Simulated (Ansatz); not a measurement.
One change: `[OH][Ge]([OH])([F])[Cl]` becomes `[CH3][Ge]([OH])([F])[Cl]`.

Ansatz, PBE0-D4/def2-TZVP geometries, multiplicity 1. Each molecule was computed in one conformer, which needn't be the lowest.

Scalar relativity is left out up to krypton.

```
                                      property  `[OH][Ge]([OH])([F])[Cl]`
             LUMO energy (PBE/def2-TZVPP) / eV                      -1.98
size of the dipole moment (PBE/def2-TZVPP) / D                       1.90
           HOMO energy (B3LYP/def2-TZVPP) / eV                      -9.39
         HOMO energy (ωB97M-V/def2-TZVPP) / eV                     -12.02
       HOMO–LUMO gap (ωB97M-V/def2-TZVPP) / eV                      13.01
            LUMO energy (PBE0/def2-TZVPP) / eV                      -0.93
```

What does the change do to each property? (Estimate.)

The calculation gave: 
| property | `[CH3][Ge]([OH])([F])[Cl]` | shift |
| --- | --- | --- |
| LUMO energy (PBE/def2-TZVPP) / eV | -1.15 | 0.83 |
| size of the dipole moment (PBE/def2-TZVPP) / D | 1.71 | -0.19 |
| HOMO energy (B3LYP/def2-TZVPP) / eV | -8.95 | 0.44 |
| HOMO energy (ωB97M-V/def2-TZVPP) / eV | -11.55 | 0.47 |
| HOMO–LUMO gap (ωB97M-V/def2-TZVPP) / eV | 13.25 | 0.24 |
| LUMO energy (PBE0/def2-TZVPP) / eV | -0.12 | 0.81 |

With PBE0 the HOMO rises by 0.45 eV and the LUMO rises by 0.81 eV, so the gap widens by about 0.36 eV. PBE moves the HOMO by 0.41 eV and ωB97M-V by 0.47 eV. Dipoles are sizes alone; their direction can turn.

B3LYP here is the variant with VWN-RPA as its local correlation; programs differ in this.
